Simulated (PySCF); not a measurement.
# AlI⁺ at UHF

Computed with UHF; PySCF, scalar-relativistic core potentials, basis sets Al def2-SVP, I def2-SVP with ECP28.

```json
{"state": "²Σ⁺ (doublet), unpaired electrons σ ↑", "bond length": "2.401 Å", "harmonic wavenumber": "384 cm⁻¹", "force constant": "1.94 mdyn/Å", "rotational constant Be": "0.1314 cm⁻¹", "anharmonicity ωexe": "3.36 cm⁻¹", "vibration–rotation constant αe": "0.000877 cm⁻¹", "well depth De to Al⁺ + I": "51 kJ/mol", "dissociation energy D0": "49 kJ/mol", "bond order (Mayer)": "1.38", "dipole moment (positive dipole points towards I; it is taken about the centre of mass and depends on that origin)": "-8.25 D"}
```

Spin–orbit coupling is left out, which matters for elements this heavy, above all for dissociation energies. For an ion De counts to the pair picked by the measured ionisation energies or electron affinities, which need not be the lowest pair at this level. Hartree–Fock leaves out correlation, which carries a large part of most bond energies and some tenths to 1 eV of ionisation energies. The state was picked by a PBE0 search and need not be the measured ground state.
